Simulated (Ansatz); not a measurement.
```yaml
atoms:
  - { symbol: Mg, position_ang: [-0.9807, -0.9527, -0.9187] }
  - { symbol: O, position_ang: [-1.0518, -1.0010, 0.9858] }
  - { symbol: O, position_ang: [-1.0572, 0.9934, -1.0387] }
  - { symbol: Mg, position_ang: [-0.9181, 0.9829, 0.9312] }
  - { symbol: O, position_ang: [1.0007, -1.0637, -1.0061] }
  - { symbol: Mg, position_ang: [0.9122, -0.9412, 0.9802] }
  - { symbol: Mg, position_ang: [0.9263, 0.9569, -0.8923] }
  - { symbol: O, position_ang: [1.0366, 1.0452, 0.9802] }
```

Basis set: cc-pVDZ (spherical functions). Correlated methods keep 8 orbitals frozen. Charge 0, multiplicity 1.

Computed with Ansatz (development build ahead of 0.2.0); each method stands on the lowest determinant of its kind that the runs found. Restricted open shells among the atoms or ions are ROHF, correlated in semicanonical orbitals with singles.

The atomization energy at this shape (free ground-state atoms in the same class of orbitals less the molecule, no zero-point energy) of singlet Mg₄O₄:

```
 method  atomization energy
RHF-MP2     643.83 kcal/mol
```

Q: What does RHF give?

A: 393.27 kcal/mol.
